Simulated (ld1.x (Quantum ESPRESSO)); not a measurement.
## silicon (Si): one change to an RRKJ potential, before and after

```json
{"Element": "silicon (Si)", "Generator": "ld1.x (Quantum ESPRESSO) 7.5", "Type": "norm-conserving RRKJ (Kleinman–Bylander form)", "Functional": "PBE", "Relativity": "scalar-relativistic", "Frozen core": "[Ne]", "Valence charge": "4", "Reference configuration": "3s2 3p0 (charge +2)", "Partial waves": "3p (bound, empty): rc 1.45 bohr; 3d channel at 0.4 Ry: rc 1.60 bohr; 3s (bound): rc 1.70 bohr", "Local potential": "the s channel", "Core correction": "a·sin(br)/r model core, default radius (core density twice the valence density)", "rho0": "0.02"}
```

Change: core correction none.

Cutoffs: the cutoffs (Ry, on a coarse ladder) from which the occupation-weighted sum of valence levels, in a spherical-Bessel basis at the reference potential, stays within 10 and 1 mRy of its value at 400 Ry; they do not see the model core or the augmentation charge, which bear on the density cutoff. Errors are all-electron minus pseudo energies relative to the spin-unpolarised reference configuration.

**Question.** How do hardness, ghosts and transferability respond?

**Answer.** The potential gets neither clearly harder nor softer (18 Ry and 40 Ry → 18 Ry and 40 Ry); of the 7 tests that both files solve, the error grows in 2 and shrinks in 5 by more than 15 % and 0.3 meV (median size 20.9 → 8.7 meV); neither file shows a bound ghost. The default core radius of the base comes out at 1.15 bohr.

| quantity | base | changed |
| --- | --- | --- |
| cutoff, loose | 18 Ry | 18 Ry |
| cutoff, tight | 40 Ry | 40 Ry |
| bound ghosts | none | none |
| error for 3s2 3p2, meV [ΔE -23.73 eV] | +26 | +7.9 |
| error for 3s2 3p1, meV [ΔE -15.99 eV] | +9.7 | +4.0 |
| error for 3s1 3p0, meV [ΔE 33.97 eV] | +22 | +52 |
| error for 3s1 3p3, meV [ΔE -16.92 eV] | +21 | +11 |
| error for 3s1 3p2, meV [ΔE -8.56 eV] | +7.7 | +10 |
| error for 3s2 3p1.5, meV [ΔE -20.81 eV] | +18 | +6.2 |
| error for 3s2 3p2.3, meV [ΔE -24.66 eV] | +29 | +8.7 |
| s: phases at 1.85 bohr within 0.05 rad from the reference energy up to (Ry; the scan ends near 5) | 3.1 | 3.1 |
| p: phases at 1.85 bohr within 0.05 rad from the reference energy up to (Ry; the scan ends near 5) | 1.9 | 1.9 |
| d: phases at 1.85 bohr within 0.05 rad from the reference energy up to (Ry; the scan ends near 5) | to the end of the scan | to the end of the scan |

Base: The cutoffs count occupied waves only; the empty 3p level needs 35 Ry at the loose tolerance. Changed file: The cutoffs count occupied waves only; the empty 3p level needs 35 Ry at the loose tolerance.
